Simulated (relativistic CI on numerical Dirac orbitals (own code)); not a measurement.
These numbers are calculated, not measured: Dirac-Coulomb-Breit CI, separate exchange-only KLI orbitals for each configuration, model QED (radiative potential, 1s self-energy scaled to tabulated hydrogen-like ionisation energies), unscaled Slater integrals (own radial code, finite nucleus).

Configurations in the expansion (outside the closed core [Ar] 3d10): 4s2.4p6.4d10.4f, 4s2.4p6.4d10.5s, 4s2.4p6.4d9.4f2, 4s2.4p6.4d10.5p, 4s2.4p5.4d10.4f2, 4s2.4p6.4d10.5d, 4s2.4p6.4d9.4f.5s, 4s.4p6.4d10.4f2, 4s2.4p6.4d10.5f, 4s2.4p6.4d9.4f.5p, 4s2.4p6.4d10.6s, 4s2.4p6.4d10.5g, 4s2.4p6.4d10.6p, 4s2.4p6.4d10.6d, 4s2.4p6.4d10.6f, 4s2.4p5.4d10.4f.5s, 4s2.4p6.4d10.7s, 4s2.4p6.4d10.7p, 4s2.4p6.4d9.4f.5f, 4s.4p6.4d10.5s2, 4s2.4p6.4d10.8s, 4s2.4p6.4d9.4f.6p. Double excitations out of closed p, d and f shells are left out; levels of such configurations are missing from the list, as are those of other unlisted configurations, and high levels can miss mixing partners.

At this charge energies of transitions that change n are usually good to better than 1 %, and those within a shell (Δn = 0) to a few per cent.

Outline of the computed level scheme of Hf XXVI. Lowest level of each configuration: 4s2.4p6.4d10.4f 2F°_5/2 at 0.000 eV; 4s2.4p6.4d10.5s 2S_1/2 at 111.758 eV; 4s2.4p6.4d10.5p 2P°_1/2 at 153.431 eV; 4s2.4p6.4d9.4f2 4F_3/2 at 180.232 eV.

Some strong electric-dipole decays among the lowest 45 levels: 4s2.4p6.4d10.5p 2P°_3/2 → 4s2.4p6.4d10.5s 2S_1/2 (5.0e+10 s⁻¹); 4s2.4p6.4d9.4f2 2G_9/2 → 4s2.4p6.4d10.4f 2F°_7/2 (1.9e+10 s⁻¹); 4s2.4p6.4d9.4f2 4G_5/2 → 4s2.4p6.4d10.4f 2F°_5/2 (1.4e+10 s⁻¹); 4s2.4p6.4d9.4f2 2F_7/2 → 4s2.4p6.4d10.4f 2F°_5/2 (1.3e+10 s⁻¹); 4s2.4p6.4d10.5p 2P°_1/2 → 4s2.4p6.4d10.5s 2S_1/2 (1.3e+10 s⁻¹); 4s2.4p6.4d9.4f2 2D_3/2 → 4s2.4p6.4d10.4f 2F°_5/2 (8.2e+09 s⁻¹); 4s2.4p6.4d9.4f2 2F_7/2 → 4s2.4p6.4d10.4f 2F°_5/2 (6.0e+09 s⁻¹); 4s2.4p6.4d9.4f2 2F_7/2 → 4s2.4p6.4d10.4f 2F°_7/2 (4.9e+09 s⁻¹).

LS names give the leading component of a level, which can be under half, so a name can repeat, a term be missing and a line seem to break the LS rules.
